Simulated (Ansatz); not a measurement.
Ideal-gas functions of `[OH][AlH][CH2]F` at 800 K and 1 bar, from an Ansatz frequency run at PBE0-D4/def2-TZVP.

Molar mass 78.02 g/mol, point group Cs (symmetry number 1), electronic degeneracy 1, moments of inertia 23.397, 192.02, 212.321 u Å². Harmonic wavenumbers (cm⁻¹, unscaled): 46, 137, 265, 341, 441, 564, 634, 663, 687, 867, 1035, 1237, 1275, 1454, 1942, 3026, 3072, 3964.

Use S(trans) = R[1.5 ln M + 2.5 ln T − 1.1517]; rotational temperatures θ = 24.2544 K / I; S(rot) = R[ln(√π/σ · √(T³/θAθBθC)) + 1.5]; for each mode x = 1.438777 ν̃/T, S = R[x/(eˣ − 1) − ln(1 − e⁻ˣ)] and H = RT x/(eˣ − 1); 1 cm⁻¹ = 0.0119627 kJ/mol; R = 8.31446 J/(mol·K).

**Question.** By hand: the entropy, in J/(mol·K).

**Answer.** Translation 183.7. Rotation: θ = 1.0366, 0.1263, 0.1142 K, giving 118.1. Vibration, mode by mode: 29.04, 19.98, 14.55, 12.51, 10.46, 8.54, 7.66, 7.33, 7.07, 5.42, 4.25, 3.19, 3.03, 2.35, 1.17, 0.23, 0.22, 0.05, in all 137.0. Electronic 0.0. Sum 438.8 J/(mol·K).

**Question.** By hand: H − E and G − E in kJ/mol, counted from the electronic energy.

**Answer.** Zero-point energy ½ × 21650 × 0.0119627 = 129.5; thermal vibration 51.8; translation, rotation and pV give 4 RT = 26.6. H − E = 207.9 kJ/mol, and G − E = 207.9 − 800 × 438.8/1000 = -143.1 kJ/mol.

Vibration gives 31 % of the entropy, 49.0 J/(mol·K) of it from the modes under 150 cm⁻¹: soft modes count most, and the harmonic formula is weakest for them. The sum counts one conformer and one mirror image; others add a mixing term.
